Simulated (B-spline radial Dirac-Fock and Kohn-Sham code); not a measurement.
**Dipole and non-dipole photoemission parameters of W³⁺ 4p1/2**

System: tungsten as W³⁺ in the configuration [Xe] 4f14 5d3; threshold 519.7 eV (orbital energy of the model). Calculated with an atomic code on a B-spline grid, using Dirac-Hartree-Slater photoionisation with a Latter tail; cross sections with all multipoles, angular parameters from the dipole term and its interference with E2.

```tsv
hν (eV)	σ (kb)	β	γ	δ
600	52.0	-0.074	-0.213	0.108
722	50.2	0.608	0.092	0.096
1070	39.8	1.295	0.448	0.034
1210	35.7	1.404	0.437	0.022
1230	?	?	?	?
1486.9	28.6	1.531	0.351	0.010
2000	19.5	1.634	0.174	0.001
2090	18.4	1.644	0.149	0.000
2700	12.5	1.681	0.030	-0.003
4170	5.92	1.685	0.004	-0.005
6000	2.93	1.650	0.179	-0.003
6820	2.25	1.632	0.282	-0.001
8047.8	1.59	1.603	0.441	0.003
8570	1.39	1.591	0.509	0.005
13800	0.465	1.483	1.136	0.030
```

Q: Give the values at 1230 eV.

A: σ = 35.1 kb, β = 1.416, γ = 0.433, δ = 0.021.
